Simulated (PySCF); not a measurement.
Computed IR spectrum (relative IR intensity) of a molecule C₃H₁₀OSi. The structure is a stationary point at B3LYP-D3(BJ)/def2-SVP. Other conformers were not sampled. All values below come from B3LYP-D3(BJ)/def2-SVP (PySCF). Frequencies are harmonic and unscaled.

```
ν (cm⁻¹)  relative intensity
--------  ------------------
289                       34
354                      2.9
434                       12
642                      9.8
646                       18
860                       10
926                      100
950                      8.9
956                       19
974                      8.8
1119                      24
1183                     2.0
1190                     6.6
1335                      13
1380                     2.6
1481                     4.9
2209                      40
2231                      34
2237                      47
3001                     5.6
3005                      18
3088                      15
3121                     3.7
3123                     7.7
3753                     2.8
```

Q: Identify the compound among the candidates.
A. CC(C)(O)[SiH3]
B. C[SiH2]CCO
C. CO[SiH](C)C
D. OCCC[SiH3]

A: A, CC(C)(O)[SiH3]
